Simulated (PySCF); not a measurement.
**Excited states of Nd⁵⁰⁺ (neodymium, charge +50)**

Ground state [Ne], ¹S. Calculation: PySCF 2.14, in an even-tempered Gaussian basis (18 s from 4.32 bohr⁻², ratio 2.5; 13 p from 5.44 bohr⁻², ratio 2.5; 7 d from 2.63 bohr⁻², ratio 2.7; 3 f from 210 bohr⁻², ratio 2.7); the spin-free X2C one-electron Hamiltonian (Gaussian nucleus). Vertical excitation energies in eV without spin-orbit coupling; excited terms of each kind are numbered among those the solver found. Frozen: 1s2.

```tsv
term	leading excitation	EOM-EE-CCSD
1 3P°	2p → s	5484.7
1 1P°	2p → s	5494.1
1 3S	2p → p	5675.2
1 3D	2p → p	5690.4
1 1D	2p → p	5698.4
1 1P	2p → p	5699.5
1 3P	2p → p	5699.6
1 1S	2p → p	5765.7
2 3P°	2p → d	5879.7
1 3F°	2p → d	5887.3
1 1F°	2p → d	5897.2
1 1D°	2p → d	5899.8
2 3S	2s → s	6211.5
2 1S	2s → s	6233.6
```

The spin-orbit splitting of the hole, absent here, rivals or exceeds the spacing of these terms, so the LS terms are model states.

The solver can miss terms. The 24 highest virtual orbitals were dropped.
